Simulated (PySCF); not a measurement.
Compound: C₆H₇O (charge +1).
Structure used (GFN2-xTB), in Å, numbered top down from 1:
```
atom  x, y, z in Å
C1     2.142   -1.394   -0.016
C2     1.412   -0.450    0.091
C3     0.470    0.676    0.198
C4     1.237    1.705   -0.331
O5     1.890    2.456   -0.845
C6    -0.853    0.434   -0.620
C7    -1.651   -0.678    0.036
H8     2.758   -2.247   -0.078
H9     0.200    0.847    1.251
H10   -1.428    1.360   -0.634
H11   -0.590    0.160   -1.642
H12   -1.977   -0.400    1.035
H13   -2.536   -0.870   -0.566
H14   -1.075   -1.598    0.094
```

Vertical excitations from PySCF (density fitting, frozen core in the response, grid level 2 and gas phase unless stated; continuum runs use non-equilibrium linear response for the excitations) on a GFN2-xTB geometry. Reference run:

```tsv
settings	S1, eV (f)	S2, eV (f)	S3, eV (f)	S4, eV (f)	S5, eV (f)	S6, eV (f)	T1, eV (Tamm–Dancoff)	mean α (au)
PBE0/def2-SVPD, full TDDFT, 8 singlets	4.31 (0.001)	4.48 (0.008)	4.57 (0.001)	4.93 (0.072)	5.83 (0.000)	6.00 (0.001)	4.03	66.3
```

Question: What do these settings give: BHandHLYP/def2-SVPD, level shift 0.2 Eh, full TDDFT, 12 singlets?

Answer: 
| settings | S1, eV (f) | S2, eV (f) | S3, eV (f) | S4, eV (f) | S5, eV (f) | S6, eV (f) | T1, eV (Tamm–Dancoff) | mean α (au) |
| --- | --- | --- | --- | --- | --- | --- | --- | --- |
| BHandHLYP/def2-SVPD, level shift 0.2 Eh, full TDDFT, 12 singlets | 4.95 (0.001) | 5.40 (0.014) | 5.44 (0.005) | 5.53 (0.067) | 7.01 (0.001) | 7.21 (0.001) | 4.51 | 64.4 |

S1 moves by +0.64 eV (BHandHLYP has 50 % exact exchange, PBE0 25 % exact exchange). States are counted by energy in each run and needn't keep their character from row to row.

Question: Which orbital pairs make up S1 in each run, and how does it sit against the orbital gap?

Answer: 
```json
{"settings": "PBE0/def2-SVPD, full TDDFT, 8 singlets", "S1 configurations (weight)": "H→L+1 0.62, H→L 0.37", "S1 (eV)": "4.31", "orbital gap (eV)": "5.65", "S1 − gap (eV)": "-1.34"}
{"settings": "BHandHLYP/def2-SVPD, level shift 0.2 Eh, full TDDFT, 12 singlets", "S1 configurations (weight)": "H→L+1 0.72, H→L 0.20", "S1 (eV)": "4.95", "orbital gap (eV)": "7.89", "S1 − gap (eV)": "-2.94"}
```

One conformer stands for the species.
